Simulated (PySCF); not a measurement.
## Two-component Hartree-Fock for W²⁹⁺ (tungsten, charge +29)

Start: [Kr] 4d9; 4d3/2 filled at m_j = -1/2, +1/2, +3/2; 4d5/2 filled at m_j = -5/2, -3/2, -1/2, +1/2, +3/2, +5/2. Calculated with PySCF 2.14 in an even-tempered Gaussian basis (17 s from 2.6 bohr⁻², ratio 2.8; 14 p from 3.4 bohr⁻², ratio 2.8; 10 d from 3.4 bohr⁻², ratio 2.8; 3 f from 16 bohr⁻², ratio 3): generalised Hartree-Fock with the X2C-1e Hamiltonian and a Gaussian nucleus; one run each with spin-orbit coupling (SO) screened by Boettger's factors, then bare. This is a chosen level, not necessarily the ground level.

```json
{"spinor shell": "1s1/2", "electrons": "2", "ε, screened SO (eV)": "-70914.7", "ε, bare SO (eV)": "-70913.4", "weight of nominal j (bare SO)": "1.000", "rms radius, bare SO (bohr)": "0.0208"}
{"spinor shell": "2s1/2", "electrons": "2", "ε, screened SO (eV)": "-13243.8", "ε, bare SO (eV)": "-13243.4", "weight of nominal j (bare SO)": "1.000", "rms radius, bare SO (bohr)": "0.0839"}
{"spinor shell": "2p1/2", "electrons": "2", "ε, screened SO (eV)": "-12686.9", "ε, bare SO (eV)": "-12718.9", "weight of nominal j (bare SO)": "1.000", "rms radius, bare SO (bohr)": "0.0712"}
{"spinor shell": "2p3/2", "electrons": "4", "ε, screened SO (eV)": "-11330.8", "ε, bare SO (eV)": "-11320.3", "weight of nominal j (bare SO)": "1.000", "rms radius, bare SO (bohr)": "0.0789"}
{"spinor shell": "3s1/2", "electrons": "2", "ε, screened SO (eV)": "-3910.0", "ε, bare SO (eV)": "-3909.9", "weight of nominal j (bare SO)": "1.000", "rms radius, bare SO (bohr)": "0.214"}
{"spinor shell": "3p1/2", "electrons": "2", "ε, screened SO (eV)": "-3665.1", "ε, bare SO (eV)": "-3672.1", "weight of nominal j (bare SO)": "1.000", "rms radius, bare SO (bohr)": "0.205"}
{"spinor shell": "3p3/2", "electrons": "4", "ε, screened SO (eV)": "-3364.2", "ε, bare SO (eV)": "-3361.9", "weight of nominal j (bare SO)": "1.000", "rms radius, bare SO (bohr)": "0.220"}
{"spinor shell": "3d3/2", "electrons": "4", "ε, screened SO (eV)": "-2956.3", "ε, bare SO (eV)": "-2962.6", "weight of nominal j (bare SO)": "1.000", "rms radius, bare SO (bohr)": "0.193"}
{"spinor shell": "3d5/2", "electrons": "6", "ε, screened SO (eV)": "-2892.8", "ε, bare SO (eV)": "-2888.9", "weight of nominal j (bare SO)": "1.000", "rms radius, bare SO (bohr)": "0.198"}
{"spinor shell": "4s1/2", "electrons": "2", "ε, screened SO (eV)": "-1564.1", "ε, bare SO (eV)": "-1564.1", "weight of nominal j (bare SO)": "1.000", "rms radius, bare SO (bohr)": "0.449"}
{"spinor shell": "4p1/2", "electrons": "2", "ε, screened SO (eV)": "-1453.6", "ε, bare SO (eV)": "-1455.5", "weight of nominal j (bare SO)": "1.000", "rms radius, bare SO (bohr)": "0.451"}
{"spinor shell": "4p3/2", "electrons": "4", "ε, screened SO (eV)": "-1372.3", "ε, bare SO (eV)": "-1371.6", "weight of nominal j (bare SO)": "1.000", "rms radius, bare SO (bohr)": "0.478"}
{"spinor shell": "4d3/2", "electrons": "3", "ε, screened SO (eV)": "-1195.9", "ε, bare SO (eV)": "-1197.6", "weight of nominal j (bare SO)": "0.998", "rms radius, bare SO (bohr)": "0.474"}
{"spinor shell": "4d5/2", "electrons": "6", "ε, screened SO (eV)": "-1178.9", "ε, bare SO (eV)": "-1177.9", "weight of nominal j (bare SO)": "0.999", "rms radius, bare SO (bohr)": "0.483"}
```

| quantity | screened SO | bare SO |
| --- | --- | --- |
| E (hartree) | -15740.53481 | -15741.71633 |
| M_J | 3/2 | 3/2 |
| ⟨J²⟩ | 3.751 | 3.751 |
| ⟨L²⟩ | 6.083 | 6.089 |
| ⟨S²⟩ | 0.832 | 0.838 |

Each row is a mean over spinors that exchange with the open shell spreads, by up to 12.379 eV (4p1/2).

Breit and QED terms are absent; they matter most for the inner s and p1/2 levels.

Densities and radii are taken from the X2C orbitals without a picture-change correction, which distorts them close to the nucleus.
